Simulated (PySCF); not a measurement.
Excitation energy of Os⁺ by level of theory

Os⁺ [Xe] 4f14 5d6 6s1 (6D) → Os⁺ [Xe] 4f14 5d7 (4F), as a difference of total energies. Computed with PySCF 2.14 in ANO-RCC-VTZP, with scalar relativity by spin-free X2C-1e. The calculations carry no spin-orbit coupling.

| method | excitation energy (eV) |
| --- | --- |
| UHF | 1.783 |
| B97-3 | 0.808 |
| revPBE | 1.294 |
| M06-L | 0.929 |
